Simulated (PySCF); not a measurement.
# GeB: frontier orbitals

B97-3 at R = 1.983 Å; basis Ge def2-TZVPPD, B def2-TZVPPD; no relativity; PySCF 2.14. State: ⁴Σ⁻ (quartet), unpaired electrons σ ↑, π ↑↑. Only the outer orbitals are listed, counted within each symmetry.

```tsv
spin	orbital	occ.	ε (eV)	on Ge (%)	main shells (%)
α	8σ	1	-15.60	76	68 Ge s, 22 B s
α	9σ	1	-10.23	46	52 B s, 33 Ge s, 13 Ge p
α	10σ	1	-6.59	40	48 B p, 36 Ge p, 12 B s
α	4π	1	-6.48	59	57 Ge p, 40 B p
α	4π	1	-6.48	59	57 Ge p, 40 B p
α	5π	0	-1.47	49	46 B p, 39 Ge p, 10 Ge d
α	5π	0	-1.47	49	46 B p, 39 Ge p, 10 Ge d
α	11σ	0	0.63	16	82 B s, 9 Ge p, 9 Ge s
β	8σ	1	-13.62	70	64 Ge s, 24 B s
β	9σ	1	-8.24	58	40 B s, 29 Ge p, 28 Ge s
β	4π	0	-3.45	58	58 Ge p, 39 B p
β	4π	0	-3.45	58	58 Ge p, 39 B p
β	10σ	0	-2.70	31	39 B p, 29 B s, 25 Ge p
```

Question: Which are the highest filled and the lowest empty level, where do they sit, and how wide is the gap?

Answer: Highest filled α 4π at -6.48 eV (in %: 57 Ge p, 40 B p); lowest empty β 4π at -3.45 eV (in %: 58 Ge p, 39 B p); the gap at B97-3 is 3.03 eV. Both belong to one degenerate shell, split only by its one-sided filling, so this is no excitation gap.

```
bond order (Mayer)                              : 1.84
⟨S²⟩                                            : 3.755
charge on Ge (Mulliken, basis-dependent)        : -0.09
charge on Ge (Löwdin, basis-dependent)          : 0.51
dipole moment (positive dipole means Ge(−)B(+)) : -0.88 D
```

Spin–orbit coupling is left out. The state is the lowest determinant that a PBE0 search found; another state may lie lower at other levels.
